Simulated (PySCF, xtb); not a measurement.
3-methylpenta-1,2-diene (C6H10), SMILES CCC(C)=C=C. The values are those of a single conformer.

Harmonic wavenumbers (cm⁻¹) from xtb 6.7.1 with GFN2-xTB at its own minimum, in rising order: 44, 125, 148, 202, 220, 285, 345, 485, 543, 607, 765, 819, 857, 969, 976, 1024, 1042, 1066, 1085, 1205, 1244, 1313, 1333, 1395, 1409, 1455, 1477, 1483, 1493, 1503, 1504, 2093, 2963, 2984, 2995, 3012, 3029, 3035, 3039, 3048, 3060, 3062.

Task: What does PySCF 2.14.0 with TPSSh-D3(BJ)/def2-SVP give at its own minimum? (The exact figures need the calculation; the answer reports its results.)

Result: 53, 156, 168, 204, 242, 305, 362, 521, 592, 620, 725, 785, 862, 943, 1006, 1009, 1030, 1062, 1091, 1216, 1259, 1314, 1352, 1395, 1402, 1463, 1467, 1477, 1490, 1496, 1500, 2060, 3017, 3020, 3033, 3087, 3092, 3110, 3117, 3122, 3143, 3192. Paired by order, the mean absolute difference is 29 cm⁻¹ and the zero-point energies are 86.8 and 88.0 kcal/mol.
